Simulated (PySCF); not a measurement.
## Working out the ionisation energy of Os²⁺

Os²⁺ [Xe] 4f14 5d6 (5D) → Os³⁺ [Xe] 4f14 5d5 (6S). Calculation: PySCF 2.14, in aug-cc-pVDZ-PP with ECP60MDF (5s5p4d2f, 54 functions); a scalar-relativistic core potential. Frozen: 5s2 5p6. Energies in hartree (1 hartree = 27.21139 eV):

```
             part  Os²⁺ (lower)  Os³⁺ (upper)
              UHF    -89.237927    -88.323469
MP2 opposite-spin     -0.033110      0.000000
    MP2 same-spin     -0.041566     -0.038679
```

**Question.** What does Hartree-Fock give?

**Answer.** (-88.323469) − (-89.237927) = 0.914458 hartree = 24.884 eV.

**Question.** What do MP2 and SCS-MP2 (6/5 opposite-spin, 1/3 same-spin) give?

**Answer.** The opposite-spin parts differ by 0.901 eV and the same-spin parts by 0.079 eV. MP2: 24.884 + (0.901) + (0.079) = 25.864 eV. SCS-MP2: 24.884 + 1.2 × (0.901) + (0.079)/3 = 25.992 eV.

Reference: 25 ± 1.6 eV (theoretical estimate listed by NIST; NIST Atomic Spectra Database, ionization energies), between the lowest levels; spin-orbit coupling is absent from the calculation.

A double-zeta basis recovers only part of the correlation energy.

What remains against the reference includes basis incompleteness, the frozen core and correlation beyond second order.
